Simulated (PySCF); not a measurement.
Electronic structure of Rh (rhodium, neutral) at the r2SCAN level

Configuration: [Kr] 4d8 5p1, one real determinant (an excited configuration). All numbers are calculated (PySCF 2.14, scalar relativity through the core potential, in def2-QZVPP with one added diffuse shell each of s, p, d, f, g type with the def2 core potential (28 electrons) (8s6p5d5f3g, 113 functions)).

- Total energy: -110.3906 hartree
- One-electron energy: -192.7300 hartree
- Hartree (Coulomb) energy: 93.7348 hartree
- Exchange-correlation energy: -11.3954 hartree
- ⟨S²⟩: 3.7518
- ⟨L²⟩: 14.051
- Sum of ⟨r⟩: 25.86 bohr
- Sum of ⟨r²⟩: 60.05 bohr²
- Traceless quadrupole moment −½Σ⟨3z² − r²⟩ along its main axis: -11.1 e·bohr²
- Time after the integrals: about 8 core-seconds

```tsv
shell	electrons	mean orbital energy (eV)	spread (eV)	rms radius, mean of both spins (bohr)
4s α	1	-89.043	0	1.05
4s β	1	-86.895	0	1.05
4p α	3	-55.415	0.152	1.16
4p β	3	-53.197	0.177	1.16
4d α	5	-8.324	1.209	1.73
4d β	3	-7.075	0.204	1.73
5p α	1	-2.139	0	5.06
```

⟨L²⟩ = 14.05 against 20 for a pure G term, so this real determinant mixes terms. Energies and moments cover only the electrons outside the core potential.
